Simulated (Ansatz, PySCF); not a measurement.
Ligands exchanged one at a time, Ge Cl-SH. Isolated molecules, 0 K electronic values unless said otherwise. One relaxed conformer stands for each flexible species; it need not be the lowest. Strings in code marks are SMILES.

Quantity: redistribution energy (mixed species minus the weighted end members), in kJ/mol.

Level 1: frozen-core MP2/cc-pVTZ // PBE0-D3(BJ)/def2-TZVP (Ansatz, a quantum-chemistry and plane-wave program)
Level 2: BP86/6-31G* // PBE0-D3(BJ)/def2-TZVP (PySCF)
Level 3: PBE/6-31G* // PBE0-D3(BJ)/def2-TZVP (PySCF)
Level 4: SVWN5/6-31G* // PBE0-D3(BJ)/def2-TZVP (PySCF)

```
species                                                                                                 level 1  level 2  level 3  level 4
------------------------------------------------------------------------------------------------------  -------  -------  -------  -------
2 of 4 Cl replaced by SH: `[Cl][Ge]([SH])([SH])[Cl]` (H–S–Ge–Cl torsion -83°, Cl–Ge–S–H torsion -178°)      ___    -4.78    -4.60    -4.09
1 of 4 Cl replaced by SH: `[SH][Ge]([Cl])([Cl])[Cl]`                                                      -1.86    -3.68    -3.49    -2.92
3 of 4 Cl replaced by SH: `[SH][Ge]([SH])([SH])[Cl]`                                                        ___     1.43     1.60      ___
```

Task: Complete the blanks.

Result: 
- 2 of 4 Cl replaced by SH: `[Cl][Ge]([SH])([SH])[Cl]` (H–S–Ge–Cl torsion -83°, Cl–Ge–S–H torsion -178°), level 1: -2.52
- 3 of 4 Cl replaced by SH: `[SH][Ge]([SH])([SH])[Cl]`, level 1: 0.74
- 3 of 4 Cl replaced by SH: `[SH][Ge]([SH])([SH])[Cl]`, level 4: 2.25
